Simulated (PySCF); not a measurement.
C4H9Al, SMILES C=[CH][AlH][CH2]C.

The structure is a stationary point at B3LYP-D3(BJ)/def2-SVP. The structure was generated by enumeration; whether it is a known compound was not checked. Other conformers were not sampled.

The numbers are results of PBE/def2-TZVP (PySCF), not measurements.

The molecule is in vacuum.

```
Item                                                                                                           Result
---------------------------------------------------------------------------------------------  ----------------------
total energy                                                                                       -399.93213 hartree
highest occupied level                                                                                       -6.12 eV
lowest empty level                                                                                           -2.27 eV
orbital gap                                                                                                   3.85 eV
dipole moment                                                                                                  0.78 D
quadrupole, principal values (traceless, Buckingham form, about the centre of nuclear charge)   -3.81, 1.44, 2.38 D·Å
mean static polarisability                                                                      77.6 bohr³ (11.50 Å³)
polarisability, principal values                                                               60.3, 83.8, 88.8 bohr³
```
